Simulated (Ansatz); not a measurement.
Program: Ansatz. Geometries: PBE0-D4/def2-TZVP. ΔE: electronic, gas phase. CCSD(T)/CBS is the MP2 limit (def2-TZVPP, def2-QZVPP) plus CCSD(T) − MP2 in def2-TZVPP, frozen cores. This one scheme is used for every species, atoms too. DFT in def2-TZVPP. No spin–orbit coupling; open shells (•) take unrestricted orbitals. Spin–orbit coupling would lower the free atoms: a little for C, F, O, Si. One conformer a species, not always the lowest.

`CO[Si](N)(F)[SiH3]` → C• + F• + 8 H• + N• + O• + 2 Si•  (atomization)

`CO[Si](N)(F)[SiH3]`:

```xyz
14

C    -0.267    1.224   -2.002
O    -0.355    0.097   -1.153
Si   -0.214    0.106    0.468
N     1.171    0.977    0.947
F    -1.414    0.916    1.158
Si   -0.354   -2.140    1.092
H    -1.243    1.708   -2.092
H     0.456    1.953   -1.626
H     0.049    0.885   -2.990
H     2.097    0.693    0.674
H     1.175    1.495    1.810
H    -1.583   -2.790    0.566
H    -0.351   -2.254    2.577
H     0.834   -2.871    0.571
```

```
             level  ΔE (kJ/mol)
            PBE-D4       5136.2
            B2PLYP       5032.2
              PBE0       5025.8
     HF/def2-TZVPP       3699.9
   CCSD/def2-TZVPP       4889.6
CCSD(T)/def2-TZVPP       4955.4
SCS-MP2/def2-QZVPP       5123.1
      HF/CBS(def2)       3714.6
```

(1) What does CCSD(T)/CBS give? (Best estimate.)

Largest T1 diagnostic among the species: 0.012.

## Answers

(1) Ansatz gave: +5105.7 kJ/mol. The listed levels differ from it by 30.5, -73.5, -79.9, -1405.8, -216.1, -150.3, 17.4, -1391.1 kJ/mol.

From PBE to PBE0 (25 % exact exchange), in def2-TZVPP and without D4, ΔE moves by −79.1 kJ/mol: exact exchange takes away binding that semilocal exchange gives to molecules. In def2-TZVPP, CCSD(T) changes the Hartree–Fock value by +1255.5 kJ/mol (the triples alone add +65.8 kJ/mol) and MP2 by +1321.9 kJ/mol; breaking electron pairs costs correlation energy, which Hartree–Fock lacks. The D4 term adds +50.3 kJ/mol with B3LYP and +26.8 kJ/mol with PBE0; it sums over pairs of atoms, weighted by their polarisabilities, and B3LYP, whose exchange is more repulsive, gets the larger term.

B3LYP here is the variant with VWN-RPA as its local correlation; programs differ in this.

For atomizations the MP2-based limit and the directly extrapolated one differ by several kJ/mol either way, and by 10 to 25 for some Ge, Se and Sn compounds, so smaller differences from it don't rank the levels.
